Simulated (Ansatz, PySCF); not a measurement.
This PySCF input computes a r2SCAN/def2-TZVPD energy:

```python
from pyscf import gto, scf, dft

mol = gto.M(
    atom='''
    C    -2.29442262   -0.25118923   -0.06811661
    C    -0.88478297    0.32187421   -0.17788405
    C     0.18262404   -0.67248626    0.25615442
    C     1.59628308   -0.16680473    0.17106325
    O     1.91635823    0.93122581   -0.20432106
    H    -2.41174289   -1.13901065   -0.69443671
    H    -3.04163400    0.47833697   -0.38406558
    H    -2.52644178   -0.53997002    0.96000817
    H    -0.79692319    1.22553665    0.42908523
    H    -0.68363692    0.63387378   -1.20498355
    H     0.02375879   -1.00434280    1.29108168
    H     0.13676513   -1.59454366   -0.33894931
    H     2.37077985   -0.89805065    0.48952652
    ''',
    basis='def2-tzvpd',
    charge=0,
    spin=0,
    verbose=4,
)

mf = dft.RKS(mol, xc='r2scan').density_fit(auxbasis='def2-universal-jkfit')
mf.grids.level = 4
mf.conv_tol = 1e-9
mf.max_cycle = 100
mf.max_memory = 1500
mf.kernel()
if not mf.converged:
    mf = mf.newton()
    mf.kernel(mf.make_rdm1())
mf.analyze()
```

### Question
Write an input for the same energy in Ansatz (an electronic-structure program) and say what it gives.

### Answer

Ansatz 0.2 input:
```yaml
crystal:
  periodic: [false, false, false]
  atoms:
    - {symbol: C, position_ang: [-2.29442262, -0.25118923, -0.06811661]}
    - {symbol: C, position_ang: [-0.88478297, 0.32187421, -0.17788405]}
    - {symbol: C, position_ang: [0.18262404, -0.67248626, 0.25615442]}
    - {symbol: C, position_ang: [1.59628308, -0.16680473, 0.17106325]}
    - {symbol: O, position_ang: [1.91635823, 0.93122581, -0.20432106]}
    - {symbol: H, position_ang: [-2.41174289, -1.13901065, -0.69443671]}
    - {symbol: H, position_ang: [-3.04163400, 0.47833697, -0.38406558]}
    - {symbol: H, position_ang: [-2.52644178, -0.53997002, 0.96000817]}
    - {symbol: H, position_ang: [-0.79692319, 1.22553665, 0.42908523]}
    - {symbol: H, position_ang: [-0.68363692, 0.63387378, -1.20498355]}
    - {symbol: H, position_ang: [0.02375879, -1.00434280, 1.29108168]}
    - {symbol: H, position_ang: [0.13676513, -1.59454366, -0.33894931]}
    - {symbol: H, position_ang: [2.37077985, -0.89805065, 0.48952652]}
basis:
  gaussian:
    orbitals: def2-TZVPD
hamiltonian:
  xc: {name: r2SCAN}
output: {forces: true}
```
It gives -232.40887 Eh, and PySCF -232.40897 Eh, a difference of 0.10 mEh, from the treatment of integrals and grids.
